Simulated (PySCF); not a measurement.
Excitations are Tamm–Dancoff values on a coarser integration grid. The basis has no diffuse functions, so Rydberg states are missing or too high.

Cartesian coordinates (Å):
SMILES: [GaH2][NH2]
```xyz
6

N     -0.9468    -0.0352    -0.0224
Ga     0.8637     0.0319     0.0206
H     -1.4794    -0.8868    -0.0922
H     -1.5433     0.7749     0.0201
H      1.4991     1.4460     0.1288
H      1.6067    -1.3309    -0.0549
```
Charge 0, multiplicity 1.

Question: Predict the brightest of the four lowest singlets (TDA), total energy, S1–T1 gap (TDA), S1 oscillator strength, dipole moment, T1 excitation (TDA), LUMO and HOMO from r2SCAN-D4/def2-TZVP in PySCF.

Answer: 
```
Item                                               Result
-------------------------------------------  ------------
brightest of the four lowest singlets (TDA)       6.05 eV
total energy                                 -53932.85 eV
S1–T1 gap (TDA)                                   1.63 eV
S1 oscillator strength                              0.129
dipole moment                                      1.07 D
T1 excitation (TDA)                               4.42 eV
LUMO                                             -1.18 eV
HOMO                                             -6.33 eV
```
